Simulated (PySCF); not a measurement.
```xyz
20

B     -3.8112    -0.2390     0.1806
C     -2.2824    -0.1431     0.1082
C     -1.4847    -0.2881    -1.0618
C     -0.1295    -0.1353    -0.7315
C      0.9455    -0.2116    -1.6197
C      2.3092    -0.0713    -1.3673
C      2.9266     0.1834    -0.1387
F      4.2640     0.2674    -0.2021
C      2.4008     0.3665     1.1440
C      1.0602     0.3371     1.5247
C     -0.0758     0.1222     0.7413
C     -1.4023     0.1072     1.1986
H     -4.4583    -0.4585    -0.8160
H     -4.3839    -0.0950     1.2349
H     -1.8663    -0.4878    -2.0636
H      0.6784    -0.4098    -2.6630
H      2.9995    -0.1667    -2.2083
H      3.1500     0.5521     1.9168
H      0.8699     0.5067     2.5897
H     -1.7098     0.2636     2.2331
```

Charge 0, multiplicity 1.

Q: Give the Mulliken and meta-Löwdin atomic charges from TPSSh-D3(BJ)/def2-TZVP // B3LYP-D3(BJ)/def2-SVP in PySCF 2.14.0.

A: 
```json
[
 {"atom": "B1", "Mulliken (e)": "-0.12", "meta-Löwdin (e)": "-0.02"},
 {"atom": "C2", "Mulliken (e)": "0.14", "meta-Löwdin (e)": "-0.09"},
 {"atom": "C3", "Mulliken (e)": "-0.24", "meta-Löwdin (e)": "-0.12"},
 {"atom": "C4", "Mulliken (e)": "0.14", "meta-Löwdin (e)": "-0.01"},
 {"atom": "C5", "Mulliken (e)": "-0.15", "meta-Löwdin (e)": "-0.04"},
 {"atom": "C6", "Mulliken (e)": "-0.19", "meta-Löwdin (e)": "-0.18"},
 {"atom": "C7", "Mulliken (e)": "0.32", "meta-Löwdin (e)": "0.33"},
 {"atom": "F8", "Mulliken (e)": "-0.17", "meta-Löwdin (e)": "-0.25"},
 {"atom": "C9", "Mulliken (e)": "-0.19", "meta-Löwdin (e)": "-0.18"},
 {"atom": "C10", "Mulliken (e)": "-0.15", "meta-Löwdin (e)": "-0.04"},
 {"atom": "C11", "Mulliken (e)": "0.14", "meta-Löwdin (e)": "-0.01"},
 {"atom": "C12", "Mulliken (e)": "-0.24", "meta-Löwdin (e)": "-0.12"},
 {"atom": "H13", "Mulliken (e)": "0.00", "meta-Löwdin (e)": "0.00"},
 {"atom": "H14", "Mulliken (e)": "0.00", "meta-Löwdin (e)": "0.00"},
 {"atom": "H15", "Mulliken (e)": "0.11", "meta-Löwdin (e)": "0.12"},
 {"atom": "H16", "Mulliken (e)": "0.12", "meta-Löwdin (e)": "0.13"},
 {"atom": "H17", "Mulliken (e)": "0.13", "meta-Löwdin (e)": "0.13"},
 {"atom": "H18", "Mulliken (e)": "0.13", "meta-Löwdin (e)": "0.13"},
 {"atom": "H19", "Mulliken (e)": "0.12", "meta-Löwdin (e)": "0.13"},
 {"atom": "H20", "Mulliken (e)": "0.11", "meta-Löwdin (e)": "0.12"}
]
```
